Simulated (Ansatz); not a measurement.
The cluster ReO₂. Charge 0, multiplicity 2. Geometry PBE-D4/def2-TZVPD, that of the charge -1 singlet; atoms count from 1.

```xyz
3

Re   -0.220    0.395    0.287
O    -0.953   -0.001   -1.228
O     1.173   -0.395    0.941
```

In the def2 sets Re takes a core potential; there is no spin–orbit coupling. The charge 0 doublet is spin-contaminated (final ⟨S²⟩ up to 1.52, 0.75 for a pure state). The structure comes from a short search, and lower isomers may exist.

Problem. Estimate the Mulliken populations from the PBE0/def2-TZVPD orbitals of Ansatz.

Solution. 
```json
{"atom": "Re1", "charge (e)": "0.98", "spin (α − β)": "1.03", "d electrons": "4.69"}
{"atom": "O2", "charge (e)": "-0.49", "spin (α − β)": "-0.01", "d electrons": "–"}
{"atom": "O3", "charge (e)": "-0.49", "spin (α − β)": "-0.01", "d electrons": "–"}
```
Mulliken values depend strongly on the basis. With diffuse functions, as here, like atoms can get unlike values, and bond orders can come out too low or too high.

Problem. Where does the spin sit?

Solution. Summed by element: Re 1.03, O -0.03, of 1 unpaired in all. Largest on single atoms: Re1 1.03, O2 -0.01, O3 -0.01.

Problem. And the Mayer bond orders between heavy atoms (over 0.3)?

Solution. Re1–O2 1.97 (1.73 Å); Re1–O3 1.97 (1.73 Å).
